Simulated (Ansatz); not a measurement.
Cost and result up the ladder for C₂₈H₂₆F₄O₃S (relaxed from a model of trityl norbornyl tetrafluoroethanesulfonate, whose bonding it doesn't keep) (62 atoms). Charge 0, multiplicity 1. Geometry: PBE-D4/def2-SVP.

```xyz
62

O    -1.114    0.319   -0.061
S    -0.143   -0.737    0.284
O    -0.303   -1.565    1.486
O     1.406   -0.190    0.143
C     0.029   -1.895   -1.219
F     1.207   -2.540   -1.128
F     0.042   -1.113   -2.322
C    -1.139   -2.931   -1.294
F    -0.881   -3.868   -0.335
F    -0.988   -3.549   -2.514
C    -2.541   -2.371   -1.118
C    -2.993   -1.361   -2.220
C    -4.364   -1.920   -2.656
C    -5.360   -1.774   -1.480
C    -4.887   -2.875   -0.476
C    -3.643   -3.470   -1.174
C    -4.082   -3.438   -2.653
H    -2.546   -1.905   -0.112
H    -3.034   -0.325   -1.833
H    -2.290   -1.370   -3.075
H    -4.727   -1.491   -3.610
H    -5.335   -0.755   -1.044
H    -6.400   -1.957   -1.818
H    -4.652   -2.475    0.531
H    -5.660   -3.658   -0.344
H    -3.316   -4.444   -0.765
H    -3.284   -3.740   -3.358
H    -4.985   -4.054   -2.842
C     0.214    0.895    4.803
C    -0.477    1.594    3.802
C     0.059    1.693    2.510
C     1.300    1.099    2.206
C     1.839    1.078    0.773
C     1.408    2.261   -0.104
C     1.383    3.569    0.419
C     1.087    4.662   -0.407
C     0.816    4.466   -1.769
C     0.845    3.166   -2.296
C     1.144    2.073   -1.473
C     3.374    0.999    0.720
C     4.135    1.970    1.401
C     5.534    1.949    1.340
C     6.194    0.957    0.595
C     5.441   -0.012   -0.081
C     4.038    0.006   -0.021
C     1.981    0.387    3.213
C     1.444    0.288    4.502
H    -0.209    0.817    5.816
H    -1.447    2.063    4.025
H    -0.504    2.217    1.726
H     1.586    3.739    1.486
H     1.066    5.676    0.022
H     0.580    5.324   -2.417
H     0.632    2.998   -3.363
H     1.159    1.060   -1.895
H     3.630    2.745    1.995
H     6.113    2.712    1.881
H     7.293    0.940    0.547
H     5.946   -0.799   -0.663
H     3.454   -0.763   -0.543
H     2.938   -0.099    2.979
H     1.987   -0.273    5.278
```

Ansatz on 2 threads of AMD EPYC 7R13 on a shared host and a share (18 GiB) of an NVIDIA H100 80GB HBM3. Times are rough, and most runs start from the orbitals of an earlier one. PBE0-D4/def2-SVP serves as the yardstick here, not as an exact answer. Differences are given only for rows in sets of like size (and for xTB, whose basis is part of the method), since another set adds its own error. Binding counts from free atoms at the same level (O triplet, S triplet, C triplet, F doublet, H doublet; other spins of the atoms weren't run), without zero-point energy or a counterpoise term.

B3LYP takes the VWN-RPA correlation. Single mean-field runs in def2-SVP, def2-mTZVP are fitted with def2-universal-jkfit.

```tsv
level	functions	binding energy per atom (eV)	difference from PBE0-D4/def2-SVP (eV)
HF/6-31G	380	3.13	–
PBE-D4/def2-SVP (with forces)	638	5.12	0.13
revPBE-D4/def2-SVP	638	4.98	-0.01
PBE0-D4/def2-SVP	638	4.99	0.00
HF/STO-3G	210	3.87	–
r2SCAN-D4/def2-mTZVP	780	4.83	–
B3LYP-D4/6-31G	380	4.62	–
r2SCAN-D4/def2-SVP (with forces)	638	4.94	-0.05
```

**Question.** Estimate how long each takes.

**Answer.** HF/STO-3G 6 s; PBE0-D4/def2-SVP 7.5 s; revPBE-D4/def2-SVP 8 s; HF/6-31G 8 s; PBE-D4/def2-SVP (with forces) 9 s; B3LYP-D4/6-31G 9.6 s; r2SCAN-D4/def2-mTZVP 10 s; r2SCAN-D4/def2-SVP (with forces) 11 s. On shared hardware such times vary by a factor of up to 3.
